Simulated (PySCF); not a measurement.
Si(F)(I)2(Me) (CH3FI2Si), SMILES C[Si](F)(I)I.

Coordinates come from a B3LYP-D3(BJ)/def2-SVP optimisation. The def2 effective core potentials stand for the cores of I; spin–orbit coupling is left out.

All values below come from PySCF with PBE/def2-TZVP.

Symmetry labels are those of the subgroup Cs that the program uses (full group Cs).

List the valence orbital energies around the gap with their symmetry. (An estimate is asked for; the answer gives what the named calculation found.)


```json
[
 {"orbital": "HOMO−7", "symmetry": "A\"", "energy (eV)": "-10.42"},
 {"orbital": "HOMO−6", "symmetry": "A'", "energy (eV)": "-10.23"},
 {"orbital": "HOMO−5", "symmetry": "A'", "energy (eV)": "-8.54"},
 {"orbital": "HOMO−4", "symmetry": "A\"", "energy (eV)": "-8.36"},
 {"orbital": "HOMO−3", "symmetry": "A'", "energy (eV)": "-7.17"},
 {"orbital": "HOMO−2", "symmetry": "A'", "energy (eV)": "-6.96"},
 {"orbital": "HOMO−1", "symmetry": "A\"", "energy (eV)": "-6.78"},
 {"orbital": "HOMO", "symmetry": "A\"", "energy (eV)": "-6.58"},
 {"orbital": "LUMO", "symmetry": "A'", "energy (eV)": "-2.17"},
 {"orbital": "LUMO+1", "symmetry": "A'", "energy (eV)": "-0.72"},
 {"orbital": "LUMO+2", "symmetry": "A\"", "energy (eV)": "-0.63"},
 {"orbital": "LUMO+3", "symmetry": "A'", "energy (eV)": "0.14"}
]
```
